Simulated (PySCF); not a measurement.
C5H13O2Si, SMILES CCO[SiH](OC[CH2])C, doublet at its GFN2-xTB optimised geometry (Å):

```
21

C     -0.6498    -2.8822    -3.0906
C     -0.0478    -2.6303    -1.7756
O     -0.3237    -1.3380    -1.3268
Si     0.2301    -0.5710     0.0000
C      2.1363    -0.5710     0.0000
O     -0.4410     0.8954     0.0000
C     -0.5072     1.8788    -0.9997
C     -1.5716     2.9018    -0.6320
H     -0.5039    -3.8293    -3.5686
H     -1.2522    -2.1292    -3.5540
H     -0.4207    -3.3594    -1.0296
H      1.0464    -2.7897    -1.8128
H     -0.3268    -1.1073     1.2361
H      2.5383    -0.2348    -0.9545
H      2.5312     0.0859     0.7688
H      2.5379    -1.5630     0.1894
H     -0.7469     1.4114    -1.9607
H      0.4718     2.3671    -1.0872
H     -2.5383     2.4131    -0.5465
H     -1.3308     3.3594     0.3239
H     -1.6264     3.6737    -1.3951
```

Level of theory: unrestricted B3LYP/def2-SVP (PySCF).

Map of the deformation density (molecule minus spherical neutral atoms) (e/bohr³) on the plane z = 1.2 Å:

```
|111111111111111111111111111|
|111111111111111111111111111|
|111111111111111111111111111|
|111111111111111111111111111|
|111111111111111111111111111|
|111111111001111111111111111|
|111111111101111111111111111|
|111111111111111111111111111|
|111111111111111111111111111|
|111111111111111111111111111|
|111111111111111111111111111|
|111111111111111111000111111|
|111111111111000000000111111|
|111111111110000000110011111|
|111111111111331000110111111|
|111111111112993000000111111|
|111111111112983000000111111|
|111111111111221000001111111|
|111111111111111111111111111|
|111111111111111111111111111|
|111111111111111111111111111|
|111111111111111111111111111|
|111111111111111111111111111|
|111111111111111111111111111|
|111111111111111111111111111|
|111111111111111111111111111|
|111111111111111111111111111|
```
Scale: ten equal steps from -0.009 (start of '0') to 0.049 (end of '9'), in the order '0123456789'; x runs from -5.50 to 5.50, y from -5.50 (bottom) to 5.50 (top).
